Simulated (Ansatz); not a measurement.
Ansatz (a quantum-chemistry and plane-wave program) input file for Ti(Cl)2(O) anion (Cl2OTi), SMILES [O]=[Ti]([Cl])[Cl] (connectivity only; charge and spin as stated), charge -1, multiplicity 2, PBE0/def2-SVPD. Geometry: r2SCAN-D4/def2-SVPD. The multiplicity is an assumed one; other spin states were not compared. The isomer is the one that the SMILES or the coordinates give; other isomers of the formula were not compared.

Ansatz 0.2 input:
```yaml
crystal:
  periodic: [false, false, false]
  atoms:
    - {symbol: Ti, position_ang: [0.00000000, 0.00000000, -0.37464577]}
    - {symbol: Cl, position_ang: [0.00000000, 2.08376447, 0.71653805]}
    - {symbol: Cl, position_ang: [0.00000000, -2.08376446, 0.71653805]}
    - {symbol: O, position_ang: [0.00000000, -0.00000000, -2.01501084]}
basis:
  gaussian:
    orbitals: def2-SVPD
hamiltonian:
  xc: {name: PBE0}
total_charge: -1
magnetization: {spin_polarized: true, initial_magnetization: 1}
```

Log of the run:

```
WARN ansatz: RAYON_NUM_THREADS=1 ignored (pool sized by the plan → 1); use --threads N
Functional definition: PBE0
integrals: 0.07 GiB planned
1069 factors; integrals over basis functions are off by at most 1.2e-3 eV
mean field: 0.89 GiB planned
mean field evaluation 1: about -50180.5647 eV, gradient 3.8e1 eV
mean field evaluation 2: about -49937.2581 eV, gradient 2.3e2 eV
mean field evaluation 4: about -50186.3714 eV, gradient 1.4e1 eV
mean field evaluation 8: about -50187.3187 eV, gradient 4.2e-1 eV
mean field evaluation 16: about -50187.3211 eV, gradient 1.7e-3 eV
mean field evaluation 32: about -50187.3180 eV, gradient 7.6e-1 eV
mean field -50187.32106390 eV, -1844.3500309103 hartree, gradient 5.2e-6 eV, S^2 0.756618; 1 other end points of the search recorded, 0 dependent functions left out
reference -50187.32110225 eV, -1844.3500323195 hartree; 33, 32 occupied and 78, 79 virtual orbitals, 1069 factors
Total energy: -50187.32110225 eV, -1844.3500323195 hartree
```

Self-consistency was reached.
